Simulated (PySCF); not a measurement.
A mixed set of molecules. Level of theory: PySCF 2.14.0, density-fitted response routines, TDDFT CAM-B3LYP/def2-SVPD, vertical, gas phase, core orbitals frozen in the response. Geometries: GFN2-xTB; one conformer of each isolated species. Triplets are in the Tamm–Dancoff approximation. 'Strongest' means the level of largest summed f among the lowest 8 singlets; it needn't be the same kind of state in each. Ions are computed without counter-ions or solvent.

Task: Rank by computed lowest singlet excitation energy, lowest first.
A. `CC1=CN(C)[N+](C)=C1`
B. `CC(=O)Cl`
C. `NP1CCPCC1`
D. `C#C[C@]1(Cl)[CH+]C=CC1`
E. `CC(=S)C1=CC=C[SiH2]1`
F. `[SiH3][SiH2]S`
G. `N#CC1=CC=[S+]C=C1`

Result: E (2.19 eV), D (4.35 eV), G (4.77 eV), B (5.19 eV), C (5.31 eV), F (5.63 eV), A (5.87 eV).

```tsv
SMILES	S1 (eV)	f (S1)	LUMO (eV)	gap (eV)	f (strongest)	first f ≥ 0.01 (nm)	S1 mainly
CC(=S)C1=CC=C[SiH2]1	2.19	0.000	-1.92	5.73	0.26	360	H→L (92%)
C#C[C@]1(Cl)[CH+]C=CC1	4.35	0.005	-6.06	7.92	0.15	246	H-1→L (45%)
N#Cc1cc[s+]cc1	4.77	0.056	-7.73	7.24	0.32	260	H-1→L (87%)
CC(=O)Cl	5.19	0.000	0.00	10.11	0.31	174	H→L (95%)
NP1CCPCC1	5.31	0.039	1.27	8.56	0.11	233	H→L (76%)
[SiH3][SiH2]S	5.63	0.026	0.41	8.93	0.11	220	H→L (96%)
Cc1cn(C)[n+](C)c1	5.87	0.133	-4.26	8.91	0.54	211	H→L (96%)
```

H and L stand for HOMO and LUMO.

Mean S1 by what the SMILES shows (count): single bonds only 5.47 eV (2); an aromatic ring 5.32 eV (2); a double or triple bond but no aromatic ring 3.91 eV (3).
